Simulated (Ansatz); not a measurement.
C₂H₈AlNO₂, SMILES `C[N](C)[Al]([OH])[OH]`. Charge 0, multiplicity 1. All single points use the PBE0-D4/def2-TZVP geometry. It is one conformer, not always the lowest.

```xyz
14

C    -0.101   -0.666    1.510
N    -0.249   -0.229    0.146
C    -1.424   -0.780   -0.487
Al    0.862    0.859   -0.689
O     2.245    1.532    0.023
O     0.503    1.239   -2.300
H     0.795   -0.237    1.966
H    -0.960   -0.369    2.130
H    -0.014   -1.760    1.581
H    -1.506   -0.431   -1.518
H    -1.395   -1.879   -0.505
H    -2.343   -0.489    0.042
H     2.532    1.388    0.921
H     1.056    1.821   -2.818
```

Q: What is the dipole moment at r2SCAN/def2-TZVPP? (Best estimate.)

A: Ansatz gave: 1.29 D, with components (0.34, -0.23, 1.23) D in this frame, pointing from negative to positive charge.

Q: And with PBE, B3LYP, ωB97M-V? (Estimate.)

A: Ansatz gave: PBE 1.25 D, B3LYP 1.32 D, ωB97M-V 1.33 D.

Q: Give the Mulliken charges with r2SCAN, B3LYP, ωB97M-V in def2-TZVPP. (Estimate.)

A: The calculation gave: 
```json
{"atom": "C1", "r2SCAN": "-0.03", "B3LYP": "-0.16", "ωB97M-V": "-0.22"}
{"atom": "N2", "r2SCAN": "-0.26", "B3LYP": "-0.24", "ωB97M-V": "-0.26"}
{"atom": "C3", "r2SCAN": "-0.05", "B3LYP": "-0.18", "ωB97M-V": "-0.23"}
{"atom": "Al4", "r2SCAN": "0.63", "B3LYP": "0.61", "ωB97M-V": "0.60"}
{"atom": "O5", "r2SCAN": "-0.44", "B3LYP": "-0.42", "ωB97M-V": "-0.40"}
{"atom": "O6", "r2SCAN": "-0.44", "B3LYP": "-0.42", "ωB97M-V": "-0.41"}
{"atom": "H7", "r2SCAN": "0.02", "B3LYP": "0.06", "ωB97M-V": "0.07"}
{"atom": "H8", "r2SCAN": "0.04", "B3LYP": "0.08", "ωB97M-V": "0.11"}
{"atom": "H9", "r2SCAN": "0.04", "B3LYP": "0.08", "ωB97M-V": "0.11"}
{"atom": "H10", "r2SCAN": "0.06", "B3LYP": "0.10", "ωB97M-V": "0.11"}
{"atom": "H11", "r2SCAN": "0.04", "B3LYP": "0.08", "ωB97M-V": "0.10"}
{"atom": "H12", "r2SCAN": "0.04", "B3LYP": "0.08", "ωB97M-V": "0.10"}
{"atom": "H13", "r2SCAN": "0.18", "B3LYP": "0.17", "ωB97M-V": "0.15"}
{"atom": "H14", "r2SCAN": "0.19", "B3LYP": "0.17", "ωB97M-V": "0.16"}
```

B3LYP here is the variant with VWN-RPA as its local correlation; programs differ in this.
